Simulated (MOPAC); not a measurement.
MOPAC input (PM6):

```
PM6 1SCF CHARGE=1 GEO-OK AUX(PRECISION=9) THREADS=1
HGe

Ge   -0.00000000 1   -0.00000000 1   -0.04826073 1
H     0.00000000 1    0.00000000 1    1.54434333 1
```

What heat of formation does the run end on, and which ionisation energy by Koopmans theorem?

240.12 kcal/mol; 14.53 eV.
